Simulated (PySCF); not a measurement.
A geometry optimisation on `[SrH]` [radical].

Computed with PBE0-D3(BJ)/def2-SVP geometry optimisation, gas phase, def2 core potentials past Kr (PySCF 2.14.0). Start geometry: GFN2-xTB. A driver script takes a list of jobs; this job's settings line and coordinates (Å) are shown.

Input:
```
{"job": {"xc": "PBE0", "basis": "def2-SVP", "d3": "d3bj", "grid": 1, "maxiter": 30, "shake": 0.01, "kind": "geom"}, "charge": 0, "multiplicity": 2}
Sr     1.062910    -0.028680     0.001610
H     -1.045420    -0.000140    -0.013740
```

Output:
```
step   0  E = -31.23259815  max force = 0.005003
step   1  E = -31.23180105  max force = 0.009354
step   2  E = -31.23272263  max force = 0.003074
step   3  E = -31.23281384  max force = 0.000261
step   4  E = -31.23281467  max force = 0.000013
optimisation converged
```

Energies in Eh; «max force» is the largest Cartesian gradient component in Eh/bohr.

**Question.** How much energy does the optimisation release, in kJ/mol?

**Answer.** E(step 0) − E(last step) = 0.000217 Eh, which is 0.6 kJ/mol.

**Question.** Give the first gradient maximum in eV/Å.

**Answer.** With 1 Eh/bohr = 51.422 eV/Å, 0.257 eV/Å.

Summary of the converged run: final energy -31.23281 Eh after 4 steps; dipole 3.00 D.

On an Arm Neoverse N1 with one thread, no GPU, shared host, this took 3.2 s of wall time and 0.23 GiB of memory at its peak.
Labels such as C1 count atoms from 1, the log's own numbers from 0.
